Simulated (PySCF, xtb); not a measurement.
C3H9ClOSi, SMILES [SiH2](Cl)CCCO.

GFN2-xTB run with xtb 6.7.1 at its own geometry gives an orbital gap of 5.79 eV and a dipole moment of 3.18 D.

Geometry optimised at ωB97X-D3(BJ)/def2-SVP. This is a generated structure with no PubChem entry under its InChIKey; it may be hypothetical. One conformer was computed; it need not be the lowest.

What does PySCF with PBE/def2-TZVP give? (Estimate from the structure and the level; the computed values follow.)

gap 5.81 eV (levels -6.49 and -0.67 eV), dipole 3.12 D.
